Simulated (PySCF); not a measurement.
Ag(F) anion (AgF), SMILES [F][Ag] (connectivity only; charge and spin as stated), charge -1, multiplicity 2.

Geometry: r2SCAN-D4/def2-TZVPD. The multiplicity is an assumed one; other spin states were not compared. The def2 effective core potentials stand for the cores of Ag; spin–orbit coupling is left out.

Two levels are set side by side: PBE/def2-TZVPD (PySCF) and r2SCAN/def2-TZVPD (PySCF). Same geometry, gas phase. Differences are taken from unrounded values.

```
quantity                     r2SCAN   PBE  PBE minus r2SCAN
---------------------------  ------  ----  ----------------
α-spin orbital gap (eV)        3.09  2.64             -0.45
β-spin orbital gap (eV)        2.86  2.44             -0.43
mean polarisability (bohr³)    84.1  86.4               2.2
```

Rough cost on one machine, each run with all the roots and properties that it gave: r2SCAN against PBE within a factor of 2.
